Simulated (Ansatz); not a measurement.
Start from `FCCBS` and change one atom or group to get `CCBS`.

Ansatz, PBE0-D4/def2-TZVP geometries, multiplicity 1. Each molecule was computed in one conformer, which needn't be the lowest.

```json
{"property": "HOMO–LUMO gap (B3LYP/def2-TZVPP) / eV", "`FCCBS`": "6.87"}
{"property": "HOMO–LUMO gap (ωB97M-V/def2-TZVPP) / eV", "`FCCBS`": "11.52"}
{"property": "LUMO energy (ωB97M-V/def2-TZVPP) / eV", "`FCCBS`": "1.08"}
{"property": "HOMO–LUMO gap (PBE0/def2-TZVPP) / eV", "`FCCBS`": "7.31"}
{"property": "HOMO–LUMO gap (PBE/def2-TZVPP) / eV", "`FCCBS`": "5.18"}
{"property": "size of the dipole moment (ωB97M-V/def2-TZVPP) / D", "`FCCBS`": "2.33"}
```

Question: Give the same properties after the change, and the shifts. (Estimate.)

Answer: Ansatz gave: 
```json
{"property": "HOMO–LUMO gap (B3LYP/def2-TZVPP) / eV", "`CCBS`": "6.84", "shift": "-0.03"}
{"property": "HOMO–LUMO gap (ωB97M-V/def2-TZVPP) / eV", "`CCBS`": "11.44", "shift": "-0.08"}
{"property": "LUMO energy (ωB97M-V/def2-TZVPP) / eV", "`CCBS`": "1.15", "shift": "0.07"}
{"property": "HOMO–LUMO gap (PBE0/def2-TZVPP) / eV", "`CCBS`": "7.28", "shift": "-0.03"}
{"property": "HOMO–LUMO gap (PBE/def2-TZVPP) / eV", "`CCBS`": "5.17", "shift": "-0.01"}
{"property": "size of the dipole moment (ωB97M-V/def2-TZVPP) / D", "`CCBS`": "1.30", "shift": "-1.03"}
```

Dipoles are sizes alone; their direction can turn.

B3LYP here is the variant with VWN-RPA as its local correlation; programs differ in this.
